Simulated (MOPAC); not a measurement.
Job for MOPAC: AM1 on PO, 2S+1 = 2, a point of a bond scan (R = 2.590 Å).

```
AM1 1SCF PRECISE CHARGE=0 UHF MS=0.5 THREADS=1
OP

P     -0.00000000 1    -0.00000000 1    -0.51471869 1
O      0.00000000 1     0.00000000 1     2.07495973 1
```

The log:

```
*******************************************************************************
 **                                                                           **
 **                              MOPAC v23.2.5                                **
 **                                                                           **
 *******************************************************************************
 ** MOPAC's Digital Object Identifier: https://doi.org/10.5281/zenodo.6511958 **
 **                                                                           **
 ** Please cite the open-source release paper for use of this MOPAC version:  **
 ** J. E. Moussa and J. J. P. Stewart (2026)                                  **
 ** MOPAC: An open-source semiempirical molecular orbital program             **
 ** J. Open Source Softw., 11(119), 8025, https://doi.org/10.21105/joss.08025 **
 *******************************************************************************

                              AM1 CALCULATION RESULTS

 *******************************************************************************
 *  AM1        - The AM1 Hamiltonian to be used
 *  UHF        - UNRESTRICTED HARTREE-FOCK CALCULATION
 *
 *
 *
 *                 CHARGE ON SYSTEM = 0
 *
 *
 *
 *  MS=        - IN MECI, MAGNETIC COMPONENT OF SPIN =  0.5
 *  PRECISE    - TIGHTER CRITERIA TO BE USED
 *  1SCF       - DO 1 SCF AND THEN STOP
 *  THREADS=1  - MULTI-THREADING NOT USED
 *  T=         - A TIME OF 172800.0 SECONDS REQUESTED
 *  DUMP=N     - RESTART FILE WRITTEN EVERY 7200.0 SECONDS REQUESTED
 *******************************************************************************
AM1 1SCF PRECISE CHARGE=0 UHF MS=0.5 THREADS=1
 OP

   ATOM   CHEMICAL          X               Y               Z
  NUMBER   SYMBOL      (ANGSTROMS)     (ANGSTROMS)     (ANGSTROMS)

     1       P         -0.00000000  *  -0.00000000  *  -0.51471869  *
     2       O          0.00000000  *   0.00000000  *   2.07495973  *



          CARTESIAN COORDINATES

    NO.       ATOM           X           Y           Z

     1         P         -0.0000     -0.0000     -0.5147
     2         O          0.0000      0.0000      2.0750

  O: (AM1): M.J.S. DEWAR ET AL, J. AM. CHEM. SOC. 107 3902-3909 (1985)
  P: (AM1): M.J.S.DEWAR, JIE, C, THEOCHEM, 187, 1 (1989)

           Empirical Formula: O P  =     2 atoms



      MOLECULAR POINT GROUP   :   C*v


          UHF CALCULATION, NO. OF ALPHA ELECTRONS =    6
                           NO. OF BETA  ELECTRONS =    5

 -------------------------------------------------------------------------------
 AM1 1SCF PRECISE CHARGE=0 UHF MS=0.5 THREADS=1
 OP



     1SCF WAS SPECIFIED, SO BFGS WAS NOT USED
     SCF FIELD WAS ACHIEVED


                              AM1 CALCULATION
                                                       MOPAC v23.2.5 Linux




          FINAL HEAT OF FORMATION =        201.66086 KCAL/MOL =     843.74902 KJ/MOL


          COSMO AREA              =         76.87 SQUARE ANGSTROMS
          COSMO VOLUME            =         57.44 CUBIC ANGSTROMS

          IONIZATION POTENTIAL    =          9.920240 EV
          ALPHA SOMO LUMO (EV)    =        -10.230 -3.556
          BETA  SOMO LUMO (EV)    =         -9.920 -3.257
          NO. OF ALPHA ELECTRONS  =          6
          NO. OF BETA  ELECTRONS  =          5
          MOLECULAR WEIGHT        =         46.9732         POINT GROUP:  C*v

          MOLECULAR DIMENSIONS (Angstroms)

            Atom       Atom       Distance
            O     2    P     1     2.58968
            O     2    P     1     0.00000
            P     1    O     2     0.00000


          SCF CALCULATIONS        =          1





   ATOM   CHEMICAL          X               Y               Z
  NUMBER   SYMBOL      (ANGSTROMS)     (ANGSTROMS)     (ANGSTROMS)

     1       P         -0.00000000  *  -0.00000000  *  -0.51471869  *
     2       O          0.00000000  *   0.00000000  *   2.07495973  *

                             CARTESIAN COORDINATES

   1    P       -0.000000000    -0.000000000    -0.514718690
   2    O        0.000000000     0.000000000     2.074959730


           Empirical Formula: O P  =     2 atoms



      MOLECULAR POINT GROUP   :   C*v


          ALPHA EIGENVALUES
 -30.59280 -16.54836 -11.80847 -11.78488 -10.56134 -10.23018  -3.55623  -1.12769


           BETA EIGENVALUES
 -30.77211 -15.74011 -11.82227 -11.81547  -9.92024  -3.25693  -2.68826  -1.44504


              NET ATOMIC CHARGES AND DIPOLE CONTRIBUTIONS

  ATOM NO.   TYPE          CHARGE      No. of ELECS.   s-Pop       p-Pop
    1          P           0.204380        4.7956     1.98823     2.80739
    2          O          -0.204380        6.2044     1.99983     4.20455
 DIPOLE           X         Y         Z       TOTAL
 POINT-CHG.     0.000     0.000    -2.542     2.542
 HYBRID        -0.000     0.000     0.215     0.215
 SUM           -0.000     0.000    -2.328     2.328


          ATOMIC ORBITAL ELECTRON POPULATIONS

     Atom    s        px        py        pz
    1  P   1.98823   1.00148   0.00435   1.80156
    2  O   1.99983   1.99852   1.99565   0.21039


                    (SZ)    =    0.500000
                    (S**2)  =    0.755828


          ATOMIC ORBITAL SPIN POPULATIONS

    Atom   Total    s     px     py     pz
         Atomic
    1  P  1.0452  0.002  0.999  0.000  0.044
    2  O -0.0452  0.000  0.001 -0.000 -0.046

 **********************
 *                    *
 * JOB ENDED NORMALLY *
 *                    *
 **********************




 == MOPAC DONE ==
```

The run finished.

Cost: roughly 0.020 core-seconds.
